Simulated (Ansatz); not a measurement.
C2H7ClO2SSi (`CO[Si](S)(Cl)OC`) at its PBE0-D4/def2-TZVP geometry, where that method's forces vanish. The species carries charge 0 and has multiplicity 1.

```xyz
14

C     1.1244   -0.3277    2.1336
O     0.7795    0.7666    1.3052
Si   -0.2152    0.6771    0.0360
S    -2.1455   -0.0686    0.5232
Cl   -0.3485    2.5807   -0.6885
O     0.4102   -0.3360   -1.0615
C    -0.0946   -0.5794   -2.3589
H     1.7677   -1.0307    1.5977
H     1.6653    0.0651    2.9948
H     0.2313   -0.8546    2.4836
H    -2.5205    1.0606    1.1467
H    -1.1400   -0.9004   -2.3258
H     0.5054   -1.3715   -2.8075
H    -0.0194    0.3186   -2.9784
```

Problem. What forces (eV/Å) does ωB97M-V/def2-TZVPP give on these atoms in Ansatz? (An estimate is asked.)

Solution. The calculation gave: 
```
C1   0.084 -0.243  0.187
O2  -0.032  0.188 -0.081
Si3 -0.033  0.005  0.020
S4  -0.028  0.060  0.036
Cl5 -0.013  0.029 -0.028
O6   0.116 -0.004  0.181
C7  -0.108 -0.059 -0.300
H8  -0.057  0.062  0.043
H9  -0.049 -0.047 -0.075
H10  0.074  0.045 -0.028
H11  0.029 -0.063 -0.040
H12  0.083  0.025  0.001
H13 -0.061  0.072  0.031
H14 -0.005 -0.072  0.053
```
